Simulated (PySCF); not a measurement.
# Ionisation energy of Se²⁴⁺ by level of theory

Se²⁴⁺ [Ne] → Se²⁵⁺ [He] 2s2 2p5 [2p1/2^2 2p3/2^3, M_J = 3/2], as a difference of total energies. All numbers are calculated (PySCF 2.14, the two-component X2C-1e Hamiltonian, in an even-tempered Gaussian basis (18 s from 7.2 bohr⁻², ratio 2.4; 12 p from 9.4 bohr⁻², ratio 2.4; 5 d from 40 bohr⁻², ratio 2.6; 5 f from 60 bohr⁻², ratio 2.6)). Correlated levels: nothing frozen; the 34 highest virtual spinors dropped. "Screened" scales the spin-orbit matrix elements by Boettger's factors to mimic the two-electron term; Breit and QED terms are absent.

```tsv
method	ionisation energy (eV)
GHF (spin-free)	2552.5
GMP2 (spin-free)	2553.9
GHF (screened spin-orbit)	2538.3
GMP2 (screened spin-orbit)	2539.7
```

For this ion Breit and QED terms and the two-electron picture change, all absent here, outweigh the correlation shift from GHF to GMP2.

The spin-free rows lack the spin-orbit shift.

For comparison: 2540.7 ± 1.4 eV (semi-empirical (NIST evaluation); NIST Atomic Spectra Database, ionization energies).
